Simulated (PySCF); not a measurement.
Computed IR spectrum (relative IR intensity) of a molecule C2H7InO. Coordinates come from a B3LYP-D3(BJ)/def2-SVP optimisation. The def2 effective core potentials stand for the cores of In; spin–orbit coupling is left out. One conformer was computed; it need not be the lowest. These are B3LYP-D3(BJ)/def2-SVP run with PySCF values and carry that method's errors. Frequencies are harmonic and unscaled.

Lines under 2 % of the strongest are left out, and lines within 2 cm⁻¹ are merged.

```
ν (cm⁻¹)  relative intensity
--------  ------------------
88                       3.5
205                      3.6
243                      4.6
315                       45
434                      2.2
463                       18
470                       17
582                       23
631                       13
764                       54
960                      2.4
1036                     3.8
1186                     7.6
1398                     2.5
1478                     2.8
1786                     100
3012                      17
3044                     4.2
3081                      11
3104                      13
3827                     8.6
```

Q: Pick the molecule that these values belong to.
(A) C[CH2][InH][OH]
(B) CC[O][InH2]
(C) [CH3][In]([CH3])[OH]
(D) C[O][InH][CH3]

A: A, C[CH2][InH][OH]
